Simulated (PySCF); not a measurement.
Computed Raman spectrum (relative Raman activity) of a molecule C4H4N2. The structure is a stationary point at PBE0-D3(BJ)/def2-SVP. One conformer was computed; it need not be the lowest. Level of theory: PBE0-D3(BJ)/def2-SVP (PySCF). No scaling factor is applied to the harmonic values.

Lines under 2 % of the strongest are left out, and lines within 2 cm⁻¹ are merged.

```
ν (cm⁻¹)  relative intensity
--------  ------------------
631                      2.2
700                      4.1
1029                     6.3
1092                      17
1179                     5.1
1244                     5.0
1317                     2.7
1660                     4.0
1668                     4.8
3178                      93
3181                      39
3189                     100
3238                      95
```

Problem. Identify the compound among the candidates.
A. C=C1C=NC=N1
B. c1cncnc1
C. c1cnccn1
D. N#CCCC#N

Solution. B, c1cncnc1
